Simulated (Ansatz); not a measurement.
Breaking the B1–F3 bond in BFH2O (SMILES OBF) (multiplicity 1 held, fragments rigid). Energies count from the point at 1.327 Å.
Geometry at that point (charge 0, multiplicity 1):
```csv
atom,x (Å),y (Å),z (Å)
B,-0.3560,-0.1697,-0.2196
H,-1.2844,-0.6674,-0.7800
F,-0.1423,1.1333,-0.3545
O,0.5051,-0.8606,0.5561
H,0.3044,-1.7990,0.6194
```

Signs of static correlation in cc-pVTZ, from Ansatz (a program for electronic structure) runs.

```json
[
 {"R (Å)": "1.062", "T1 of restricted CCSD": "0.011", "⟨S²⟩ of UHF": "0.000", "largest double amplitude of restricted CCSD": "0.030"},
 {"R (Å)": "1.195", "T1 of restricted CCSD": "0.012", "⟨S²⟩ of UHF": "0.000", "largest double amplitude of restricted CCSD": "0.029"},
 {"R (Å)": "1.327", "T1 of restricted CCSD": "0.013", "⟨S²⟩ of UHF": "0.000", "largest double amplitude of restricted CCSD": "0.028"},
 {"R (Å)": "1.460", "T1 of restricted CCSD": "0.014", "⟨S²⟩ of UHF": "0.000", "largest double amplitude of restricted CCSD": "0.030"},
 {"R (Å)": "1.593", "T1 of restricted CCSD": "0.015", "⟨S²⟩ of UHF": "0.000", "largest double amplitude of restricted CCSD": "0.029"},
 {"R (Å)": "1.792", "T1 of restricted CCSD": "0.017", "⟨S²⟩ of UHF": "0.000", "largest double amplitude of restricted CCSD": "0.034"},
 {"R (Å)": "1.991", "T1 of restricted CCSD": "0.020", "⟨S²⟩ of UHF": "0.000", "largest double amplitude of restricted CCSD": "0.044"},
 {"R (Å)": "2.323", "T1 of restricted CCSD": "0.029", "⟨S²⟩ of UHF": "0.592", "largest double amplitude of restricted CCSD": "0.125"},
 {"R (Å)": "2.655", "T1 of restricted CCSD": "0.044", "⟨S²⟩ of UHF": "0.878", "largest double amplitude of restricted CCSD": "0.181"},
 {"R (Å)": "3.053", "T1 of restricted CCSD": "?", "⟨S²⟩ of UHF": "0.970", "largest double amplitude of restricted CCSD": "0.289"},
 {"R (Å)": "3.584", "T1 of restricted CCSD": "0.138", "⟨S²⟩ of UHF": "1.000", "largest double amplitude of restricted CCSD": "?"},
 {"R (Å)": "4.247", "T1 of restricted CCSD": "0.220", "⟨S²⟩ of UHF": "1.006", "largest double amplitude of restricted CCSD": "1.229"}
]
```

**Question.** Some entries are withheld; supply them.

**Answer.** 
- 3.053, T1 of restricted CCSD: 0.075
- 3.584, largest double amplitude of restricted CCSD: 0.600

Doubts at one or more of the structures used: a restricted determinant that unrestricted orbitals would lower (R-CCSD(T)/cc-pVTZ); T1 above 0.05 (R-CCSD(T)/cc-pVTZ, U-CCSD(T)/cc-pVTZ); other coupled-cluster roots lie near (R-CCSD(T)/cc-pVTZ); a spin-contaminated determinant (U-CCSD(T)/cc-pVTZ); the program's own flag: other amplitudes (U-CCSD(T)/cc-pVTZ).
